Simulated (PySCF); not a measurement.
**Dipole moment and polarisability of `F[C@@H]1C[C@H]1[SiH3]`**

Compound: C3H7FSi.
Cartesian coordinates in Å at the GFN2-xTB level; atoms count from 1:
```
atom  x, y, z in Å
F1    -1.893    0.591   -1.594
C2    -0.749    0.027   -1.104
C3    -0.882   -1.057   -0.094
C4    -0.376    0.305    0.316
Si5    1.432    0.573    0.774
H6    -0.002   -0.020   -1.886
H7    -0.187   -1.882   -0.140
H8    -1.881   -1.339    0.203
H9    -1.102    0.908    0.850
H10    1.615    0.228    2.184
H11    1.779    1.972    0.532
H12    2.250   -0.305   -0.066
```

Level: CAM-B3LYP/def2-SVPD (PySCF), static field, nuclei fixed, core orbitals frozen in the response. The polarisability tensor in these axes (au):

```
x   64.69  4.09  6.12
y    4.09 59.34  1.21
z    6.12  1.21 60.11
```

Question: Diagonalise the tensor; give its mean and Δα, where Δα² is half the sum of the squared differences of the eigenvalues.

Answer: Principal values 55.25, 58.47 and 70.42 au; mean 61.38 au = 9.10 Å³ = 10.12 × 10⁻⁴⁰ C²·m²/J; Δα = 13.85 au (23 % of the mean).

Question: What is the dipole moment, and where does it point?

Answer: (1.05, -0.79, 0.82) D, 1.55 D in size, pointing from the negative to the positive side. Measured along this direction, the outermost atoms are F1 at the negative end and H10 at the positive end.

Question: What would n − 1 = 2πNα be for an ideal gas of these molecules at 400 K and 1 atm, electronic part alone?

Answer: N = p/kT = 1.8347 × 10¹⁹ cm⁻³, so n − 1 = 2π × N × 9.10 × 10⁻²⁴ cm³ = 1049 × 10⁻⁶ at long wavelengths, for an ideal gas.

Question: In a dilute gas of rigid molecules at 298 K, how does the orientational term μ²/3kT compare with the electronic polarisability?

Answer: In Gaussian units μ²/3kT = 19.56 Å³ against 9.10 Å³, a ratio of 2.15; the Debye molar polarisation (4π/3)N_A(α + μ²/3kT) is 72.3 cm³/mol, leaving out the vibrational part.

Question: Find the Langevin capture rate constant for O2+ (31.990 u) meeting this molecule (90.030 u), k = 2.342 × 10⁻⁹ cm³/s × √(α in Å³ / reduced mass in u).

Answer: The reduced mass is 23.60 u, so k = 1.45 × 10⁻⁹ cm³/s. The formula leaves out the permanent dipole, which adds to the capture rate.

Question: Directions of the eigenvectors, and the extent of the frame along each?

Answer: Largest value along (0.79, 0.35, 0.51), where the nuclei span 4.56 Å; middle along (-0.02, 0.84, -0.54), 2.90 Å; least along (-0.61, 0.42, 0.67), 3.18 Å. The strongest response lies along the longest span, while the other two are in reverse order.

Question: Give the eigenvalues of the traceless quadrupole moment Θ = ½Σq(3rr − r²1), origin at the centre of nuclear charge.

Answer: -7.18, 2.72, 4.46 D·Å. The values depend on the origin, since the dipole doesn't vanish. The electronic extent ⟨r²⟩ about the same centre is 646 bohr², a root-mean-square distance of 1.94 Å for the 48 electrons.

Isolated species at its GFN2-xTB geometry, gas phase.
